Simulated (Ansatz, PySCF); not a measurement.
Noncovalent pair: HF (SMILES F) (first 2 atoms) with CH2O2 (SMILES O=CO); geometry from B3LYP-D3(BJ)/def2-TZVP, rigid monomers moved along the line of their centres of mass till H2···O3 is 1.88 Å.
(charge 0, multiplicity 1):
```xyz
7

F      0.3902     0.0014     0.4621
H     -0.1553    -0.4725     1.0950
O     -0.7234    -0.7778     2.8612
C     -0.1421    -0.0282     3.6187
O      0.7585     0.8731     3.2707
H     -0.3128    -0.0259     4.6995
H      0.8862     0.8433     2.2959
```

Interaction energies are E(AB) − E(A) − E(B) at the monomers' geometry in the complex; basis-set methods are counterpoise corrected.

Correlated levels freeze the cores. CBS(a, b) extrapolates the correlation energy as X⁻³ and adds the Hartree–Fock energy of set b.

Codes used: Ansatz (Gaussian basis) for Hartree–Fock, density functionals and correlated methods; PySCF for the dispersion terms. Values without a source in brackets are computed.

The comparison value is -479.4 meV (MP2/CBS(aug-cc-pVDZ, aug-cc-pVTZ) + ΔCCSD(T)/aug-cc-pVDZ). It is a level with limits of its own, not the exact answer.

**Question.** Order these levels by how close they come to the comparison value for the interaction energy, closest first: PBE0-D4/def2-TZVPPD, PBE/def2-TZVPPD, r2SCAN-D4/def2-TZVPPD. Give each level's value less the comparison value.

**Answer.** PBE/def2-TZVPPD (-16.9 meV), PBE0-D4/def2-TZVPPD (-42.0 meV), r2SCAN-D4/def2-TZVPPD (-65.7 meV)

Ansatz is an electronic-structure program.
